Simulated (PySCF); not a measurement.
# Working out the ionisation energy of Kr

Kr [Kr] (1S) → Kr⁺ [Ar] 3d10 4s2 4p5 (2P). Computed with PySCF 2.14 in cc-pVDZ-PP with ECP10MDF (4s3p2d, 23 functions), with a scalar-relativistic core potential. Frozen: 3s2 3p6 3d10. Energies in hartree (1 hartree = 27.21139 eV):

```json
{"part": "UHF", "Kr (lower)": "-462.179467", "Kr⁺ (upper)": "-461.696004"}
{"part": "CCSD correlation", "Kr (lower)": "-0.127378", "Kr⁺ (upper)": "-0.106831"}
{"part": "(T)", "Kr (lower)": "-0.000904", "Kr⁺ (upper)": "-0.000859"}
```

Task: What does Hartree-Fock give?

Result: (-461.696004) − (-462.179467) = 0.483463 hartree = 13.156 eV.

Task: What do CCSD and CCSD(T) give?

Result: The CCSD correlation energies differ by 0.020547 hartree = 0.559 eV and the triples by 0.000045 hartree = 0.001 eV, so CCSD gives 13.715 eV and CCSD(T) 13.716 eV.

Measured between the centres of the two terms (NIST): 14.222 eV, so CCSD(T) (valence) is off by -0.506 eV.

A double-zeta basis recovers only part of the correlation energy.

What remains against the reference includes basis incompleteness, the frozen core and higher excitations.
